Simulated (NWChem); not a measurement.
System: CrO$_{2}$ClF; SMILES [F][Cr](=[O])([Cl])=[O]

```xyz
5

Cr     0.0554    -0.3196     0.0000
O      0.8403    -0.7442    -1.2367
O      0.8403    -0.7442     1.2367
F     -1.4658    -1.0449     0.0000
Cl    -0.1116     1.7886     0.0000
```
Atoms are numbered in this order, from 1.

All runs: NWChem. The geometry was optimised at PBE0/def2-SVP. GIAO values for the isolated, static molecule; σ is the absolute isotropic shielding, δ = σ(reference) − σ with the isolated reference molecule computed at the same levels (19F: trichlorofluoromethane, 17O: water).

**Question.** Estimate the computed values for KT2/pcSseg-1. Quantities: σ Cr1 (ppm); δ O2 (ppm); δ F4 (ppm); σ Cl5 (ppm).

**Answer.** 
| Property | Result |
|---|---|
| σ Cr1 (ppm) | -2437.4 |
| δ O2 (ppm) | 1248.7 |
| δ F4 (ppm) | 241.5 |
| σ Cl5 (ppm) | 205.7 |
